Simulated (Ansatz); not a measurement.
`[CH3][Al]([NH2])[CH2]F` + H₂ → `[CH3][Al]([CH3])[NH2]` + H–F  (hydrogenolysis of a C–F bond)

Isolated molecules relaxed with PBE0-D4/def2-TZVP in Ansatz; ΔE leaves out vibrations. CCSD(T)/CBS adds triple-zeta CCSD(T) − MP2 to the extrapolated MP2 energy (def2 sets, frozen cores). This one scheme is used for every species. Each species was taken in one conformer, which may not be the lowest.

```csv
species,HF/def2-SVP energy (Eh)
`[CH3][Al]([NH2])[CH2]F`,-475.38982
H₂,-1.12893
`[CH3][Al]([CH3])[NH2]`,-376.63674
H–F,-99.93236
```

(1) Work out ΔE.

Largest T1 diagnostic among the species: 0.011.

Answers

(1) ΔE = (-376.63674) + (-99.93236) − (-475.38982) − (-1.12893) = -0.05035 Eh = -31.6 kcal/mol. CCSD(T)/CBS gives -34.0 kcal/mol.

In def2-TZVPP, CCSD(T) changes the Hartree–Fock value by −1.1 kcal/mol (the triples alone add +0.4 kcal/mol) and MP2 by −2.9 kcal/mol. At CCSD(T), def2-SVP lies +2.7 kcal/mol from the extrapolated value and def2-TZVPP +0.4 kcal/mol.
